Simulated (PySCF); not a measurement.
```xyz
6

N     -1.0528    -0.0821     0.0003
Al     0.6896     0.0539    -0.0003
Br     1.9511    -1.7924     0.1436
Br     1.6498     2.0733    -0.1450
H     -1.6835     0.7001    -0.0609
H     -1.5540    -0.9528     0.0622
```

Charge 0, multiplicity 1.

Question: Give the Mulliken and meta-Löwdin atomic charges from PBE-D3(BJ)/def2-TZVP // PBE0-D3(BJ)/def2-TZVP run with PySCF.

Answer: 
```tsv
atom	Mulliken (e)	meta-Löwdin (e)
N1	-0.55	-0.72
Al2	0.51	0.78
Br3	-0.21	-0.28
Br4	-0.21	-0.28
H5	0.23	0.25
H6	0.23	0.25
```
